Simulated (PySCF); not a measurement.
**Calculated properties of `CCOCC(C)C` (i-BuOEt)**

i-BuOEt, C6H14O.
SMILES with atom numbers: `[CH3:1][CH2:2][O:3][CH2:4][CH:5]([CH3:6])[CH3:7]` (hydrogens: H8, H9, H10 on C1; H11, H12 on C2; H13, H14 on C4; H15 on C5; H16, H17, H18 on C6; H19, H20, H21 on C7)

Some functional groups and rings: ether.

PBE0-D3(BJ)/def2-SVP geometry optimisation, gas phase (PySCF):

```
Point group                  : C1
Rotational constants A, B, C : 5.288, 1.224, 1.150 GHz
```

From PBE0/def2-SVPD ground state, ΔSCF and vertical TDDFT (core frozen in the response) (PySCF):

```
Dipole moment                                                     : 1.08 D
HOMO energy                                                       : -7.34 eV
LUMO energy                                                       : 0.74 eV
HOMO–LUMO gap                                                     : 8.08 eV
Lowest singlet excitation                                         : 6.97 eV (178 nm, f = 0.018)
Strongest line among the 10 lowest singlet transitions            : S7 at 8.52 eV (146 nm, f = 0.036)
Lowest triplet excitation (Tamm–Dancoff)                          : 6.83 eV
Static isotropic polarisability                                   : 81.3 au
Vertical ionisation energy                                        : 9.39 eV
Electronic spatial extent ⟨r²⟩ about the centre of nuclear charge : 1149 bohr²
```

**HF/pcSseg-1 ground state and GIAO shieldings, non-relativistic (PySCF)**

```
13C chemical shifts (computed TMS as zero) by class         : 67.9 (C4), 59.6 (C2), 26.8 (C5), 19.7 (C6/C7), 15.4 (C1) ppm
1H chemical shifts (computed TMS as zero) by class          : 3.21 (H11/H12), 2.53 (H13/H14), 1.34 (H15), 1.15 (H8/H9/H10), 0.89 (H16/H17/H18/H19/H20/H21) ppm
Isotropic shieldings of nuclei other than C and H, by class : 317 (O3) ppm
```

From B3LYP/pcJ-1 indirect spin-spin coupling, non-relativistic, gas phase; spin–dipole term left out (PySCF):

```
Largest of the computed one-bond spin–spin couplings (means over like bonds) : 13C–1H +144.1 (C2–H11 and 1 like it), 13C–1H +141.0 (C4–H13 and 1 like it), 13C–1H +132.1 (C6–H16 and 5 like it), 13C–1H +132.0 (C1–H8 and 2 like it), 13C–1H +131.6 (C5–H15), 13C–13C +40.8 (C4–C5), 13C–13C +39.3 (C1–C2), 13C–13C +36.7 (C5–C6 and 1 like it) Hz
```

**delta-SCF UKS SCAN, pcX-2 on the ionised atom, pcseg-1 elsewhere, spin-free X2C (PySCF)**

```
Core binding energies : C1s 290.2 (C6/C7), C1s 290.4 (C5), C1s 290.6 (C1), C1s 291.7 (C4), C1s 292.0 (C2), O1s 538.0 (O3) eV
```

Monoisotopic mass from the formula: 102.1045 u.

The ΔSCF ionisation energy exceeds −ε(HOMO) by 2.05 eV with PBE0. With B = h/(8π²I), that is 505.379 GHz u Å² over I, the principal moments of inertia are 95.6, 412.8 and 439.6 u Å² (most abundant isotopes); the inertial defect Ic − Ia − Ib is -68.8 u Å² (zero for a rigid planar frame, negative otherwise). S1 lies 1.11 eV below the HOMO–LUMO gap; its leading configuration is HOMO→LUMO, weight 0.94. The polarisability is 12.05 Å³ as a volume (1 au = 0.148185 Å³), or 1.40 au for each of the 58 electrons.

 NMR classes are plain means over equivalent atoms (diastereotopic ones count apart unless rotation or inversion swaps them), as if these changed places fast; in this geometry the members of some classes differ.

Shape of the structure used: `[CH3:1][CH2:2][O:3][CH2:4][CH:5]([CH3:6])[CH3:7]`: C1–C2–O3–C4 -74°, C2–O3–C4–C5 -174°, O3–C4–C5–C6 -59°.

One conformer stands for the species.
